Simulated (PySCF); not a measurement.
C3H8Se, SMILES CC[Se]C. Geometry optimised at PBE-D3(BJ)/def2-SVP. Other conformers were not sampled.

Computed equilibrium geometry at PBE-D3(BJ)/def2-SVP (PySCF confirms it by a frequency run) as Cartesian coordinates in Å (one conformer of several):
```xyz
12

Se     0.0674     0.2738     0.7091
C     -1.3112     1.1965    -0.3368
H     -1.5810     2.1095     0.2271
H     -2.2102     0.5588    -0.4429
H     -0.9326     1.4913    -1.3340
C      0.2598    -1.3075    -0.4581
C      0.9014    -1.0267    -1.8108
H     -0.7453    -1.7658    -0.5629
H      0.8739    -2.0083     0.1438
H      1.9098    -0.5828    -1.6926
H      0.2934    -0.3232    -2.4151
H      1.0017    -1.9639    -2.3994
```
